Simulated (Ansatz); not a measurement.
CH3FSTe (`FC(S)[TeH]`). Total charge 0; spin multiplicity 1. Te takes the def2 core potential. The structure was optimised at the PBE0-D4/def2-TZVP level. It is one conformer, not always the lowest.

```xyz
7

F    -0.599    1.670    0.266
C     0.000    0.448    0.076
S    -0.726   -0.833    1.076
Te   -0.281   -0.035   -2.023
H     1.063    0.563    0.280
H    -0.167   -0.454    2.244
H     0.710   -1.359   -1.920
```

**Question.** What is the dipole moment at PBE/def2-TZVPP? (Best estimate.)

**Answer.** Ansatz gave: 1.52 D, with components (1.41, -0.45, 0.36) D in this frame, pointing from negative to positive charge.

**Question.** And with r2SCAN, B3LYP, ωB97M-V? (Best estimate.)

**Answer.** Ansatz gave: r2SCAN 1.62 D, B3LYP 1.58 D, ωB97M-V 1.62 D.

**Question.** Give the Mulliken charges with PBE, B3LYP, r2SCAN in def2-TZVPP. (Best estimate.)

**Answer.** The calculation gave: 
```tsv
atom	PBE	B3LYP	r2SCAN
F1	-0.16	-0.21	-0.19
C2	0.00	0.01	0.07
S3	-0.13	-0.11	-0.11
Te4	0.06	0.10	0.05
H5	0.13	0.14	0.10
H6	0.10	0.09	0.09
H7	-0.01	-0.02	-0.01
```

B3LYP here is the variant with VWN-RPA as its local correlation; programs differ in this.
